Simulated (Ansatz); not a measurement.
A nudged elastic band was laid between two geometries of a periodic cell of 19 atoms, MgC18 (surface graphene monolayer, adsorbate Mg).

All numbers below come from Ansatz 0.2.0, DFT PBE, scalar-relativistic, plane waves, PAW. Settings: cutoff 420 eV, k mesh 2x2x1, gaussian smearing 0.05 eV, no spin polarisation.

| Quantity | Value |
| --- | --- |
| movable images | 5 |
| climbing image | yes |
| spring | 5.0 eV/Å² |
| optimiser | fire |
| start path | IDPP |
| force threshold | 0.05 eV/Å |
| iteration limit | 52 |
| end points | relaxed |

Image 0:

```xyz
19
Lattice="7.3980 0.0000 0.0000 -3.6990 6.4069 0.0000 0.0000 0.0000 11.0000" Properties=species:S:1:pos:R:3
C -0.017 0.012 0.894
C 1.224 0.714 0.894
C -1.250 2.147 0.893
C -0.009 2.850 0.894
C -2.483 4.283 0.893
C -1.242 4.985 0.893
C 2.449 0.012 0.893
C 3.690 0.714 0.893
C 1.216 2.147 0.893
C 2.457 2.850 0.893
C -0.017 4.283 0.893
C 1.224 4.985 0.893
C 4.915 0.012 0.893
C 6.156 0.714 0.893
C 3.682 2.147 0.893
C 4.923 2.850 0.893
C 2.449 4.283 0.894
C 3.690 4.985 0.893
Mg 4.330 1.606 5.070
```

Image 6:

Only the atoms that move by more than 0.05 Å are listed.
```
Mg19 3.097 3.742 5.070
```

(1) What changes between the two ends?

(2) What energy profile does the band end with?

(3) What is the geometry of the highest image?

The band took 1 iterations and roughly 5 core-minutes.

## Answers

(1) The atom that moves furthest is Mg19, by 2.47 Å.

(2) The forces met the threshold. The highest image is number 3 of 0 to 6, 0.001 eV above the ends, which have the same energy within 2 meV. The top lies less than 8 meV above the higher end, about what the thresholds resolve: that end is a shoulder or a very shallow well. By the program's own check the climbing image is of a kind that is not told: the force calls were inconclusive, a negative curvature could not be distinguished from the path's own, the only one lies far off the path, or fixed occupations may fill a level only in part (lowest curvatures found: -0.00 and 0.03 eV/Å²). Limits of this set-up: slab without dipole correction.

| image | path coordinate (Å) | energy (eV) |
| --- | --- | --- |
| 0 | 0.00 | 0.000 |
| 1 | 0.41 | 0.000 |
| 2 | 0.82 | 0.001 |
| 3 | 1.22 | 0.001 |
| 4 | 1.62 | 0.001 |
| 5 | 2.03 | 0.000 |
| 6 | 2.44 | 0.000 |

(3) 
```xyz
19
Lattice="7.3980 0.0000 0.0000 -3.6990 6.4069 0.0000 0.0000 0.0000 11.0000" Properties=species:S:1:pos:R:3:forces:R:3
C -0.016 0.013 0.883 0.00 0.00 0.00
C 1.226 0.715 0.883 0.00 0.00 0.00
C -1.248 2.148 0.884 0.00 0.00 0.00
C -0.007 2.850 0.884 0.00 0.00 0.00
C -2.482 4.284 0.883 0.00 0.00 0.00
C -1.240 4.986 0.883 0.00 0.00 -0.01
C 2.450 0.013 0.883 0.00 0.00 0.01
C 3.692 0.715 0.883 0.01 0.00 0.00
C 1.217 2.148 0.883 0.00 0.00 0.00
C 2.459 2.851 0.883 0.00 0.00 0.00
C -0.015 4.284 0.883 -0.01 0.00 0.00
C 1.226 4.986 0.883 0.00 0.00 0.00
C 4.917 0.013 0.883 -0.01 0.00 0.00
C 6.158 0.715 0.883 0.00 0.00 0.01
C 3.684 2.148 0.883 -0.01 0.00 0.00
C 4.925 2.850 0.883 0.00 0.01 0.00
C 2.450 4.284 0.883 0.00 0.00 0.00
C 3.692 4.986 0.883 0.00 0.00 0.01
Mg 3.682 2.656 5.256 0.00 0.00 -0.01
```

Time of the run: 5.4 min on 1 thread of Arm Neoverse V1, with other jobs on the host, peak memory 0.92 GiB.
